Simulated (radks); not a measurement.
Numerical settings for the vanadium ion V+, [Ar] 3d4. Method: Dirac Kohn-Sham, LDA (Slater exchange, Perdew-Wang correlation), spin-unpolarised, spherical densities, finite nucleus; open shells are shared between the two j in proportion to 2j + 1; Fermi nuclear charge, rms radius 3.6002 fm; computed with a radial shooting solver on a logarithmic mesh with Libxc functionals. The defaults (mesh step 0.008 in ln r, mesh end at 40 bohr or more with all orbitals vanishing there, Anderson mixing 0.5 over 9 steps, residual threshold near 1e-9 with the energy settled to 1e-9 hartree or 1e-11 of itself, here a cap of 59 iterations) give E = -946.8000 hartree and 3d5/2 at -9.235 eV in 16 iterations. Run on one thread of a shared host, so times are rough (Intel(R) Xeon(R) 6975P-C): 0.07 s of CPU time, 0.07 s wall, 16 iterations on 2189 mesh points. Changes against that run (0 stands for a change within the tolerance of the run):

setting                     iterations         converged  E (mhartree)  e(3d5/2) (meV)  CPU (s)
mesh step in ln r 0.2                4                no      diverged               -     0.01
mesh step in ln r 0.003             16               yes             0               0     0.17
mesh step in ln r 0.012             16               yes             0               0     0.05
mesh end (bohr) 1                   12  level above zero      +7.5e+04        +2.7e+05     0.03
mesh end (bohr) 20                  16               yes             0               0     0.07
residual threshold 1e-13            19               yes             0               0     0.08
residual threshold 1e-05            11               yes             0        +0.00643     0.06
mixing 2.5                          19               yes             0               0     0.08
linear mixing, mixing 0.2           59                no             0               0     0.18
linear mixing, mixing 0.05          59                no        +0.127            -307     0.22
mixing history 20                   23               yes             0               0     0.09
iteration cap 8                      8                no      +0.00019           -4.87     0.04

Settled on a wrong energy, with an occupied level pushed above zero by the early mesh end: mesh end (bohr) 1 (+75 hartree). Apart from these: no run marked as converged misses the energy by more than 1 mhartree. A mesh that ends early acts as a hard wall.
